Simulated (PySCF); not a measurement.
# Shapes and spin states of CoSCl

Level of theory: PySCF, PBE0, basis Co def2-SVP, S def2-SVP, Cl def2-SVP (no relativity, density fitting).

Relaxations began from a few typed shapes and spin states; open shells are unrestricted. The search is not exhaustive: other isomers or separated fragments can lie lower, and high-lying points may rest on an excited occupation.

```json
{"spin": "quintet", "group": "C∞v", "bonds": "Co–Cl 2.136 Å, Co–S 2.071 Å", "angles": "Cl–Co–S 180.0°", "imaginary modes (cm⁻¹)": "none", "ΔE (kJ/mol)": "0.0", "ΔE with ZPE (kJ/mol)": "0.0"}
{"spin": "quintet", "group": "C∞v", "bonds": "Co–Cl 2.133 Å, Co–S 2.034 Å", "angles": "Cl–Co–S 180.0°", "imaginary modes (cm⁻¹)": "none", "ΔE (kJ/mol)": "1.8", "ΔE with ZPE (kJ/mol)": "2.5"}
{"spin": "broken-symmetry Ms = 1 (⟨S²⟩ 2.86)", "group": "C∞v", "bonds": "Co–Cl 2.110 Å, Co–S 2.134 Å", "angles": "Cl–Co–S 180.0°", "imaginary modes (cm⁻¹)": "none", "ΔE (kJ/mol)": "11.0", "ΔE with ZPE (kJ/mol)": "11.2"}
{"spin": "broken-symmetry Ms = 1 (⟨S²⟩ 2.86)", "group": "C∞v", "bonds": "Co–Cl 2.110 Å, Co–S 2.136 Å", "angles": "Cl–Co–S 180.0°", "imaginary modes (cm⁻¹)": "none", "ΔE (kJ/mol)": "11.8", "ΔE with ZPE (kJ/mol)": "11.7"}
{"spin": "singlet (closed shell, unstable to spin polarisation)", "group": "Cs", "bonds": "Co–Cl 2.060 Å, Co–S 1.921 Å", "angles": "Cl–Co–S 140.6°", "imaginary modes (cm⁻¹)": "none", "ΔE (kJ/mol)": "206.7", "ΔE with ZPE (kJ/mol)": "207.8"}
```

The lowest minimum found is the quintet C∞v: Co–Cl 2.136 Å, Co–S 2.071 Å; Cl–Co–S 180.0°.

Formally Co is in oxidation state +3, d6, with 4 unpaired electrons (the high-spin count). The Mulliken spin on Co is 2.83. The polar-tensor charge on Co, 1.00, is far below the formal one.

For the lowest minimum: the spin densities have lower symmetry than the nuclear frame. Other spin states or occupations of the open shell can lie lower.

The electron or spin density has lower symmetry than the nuclear frame for the quintet C∞v at 1.8 kJ/mol, broken-symmetry Ms = 1 (⟨S²⟩ 2.86) C∞v at 11.0 kJ/mol, broken-symmetry Ms = 1 (⟨S²⟩ 2.86) C∞v at 11.8 kJ/mol.
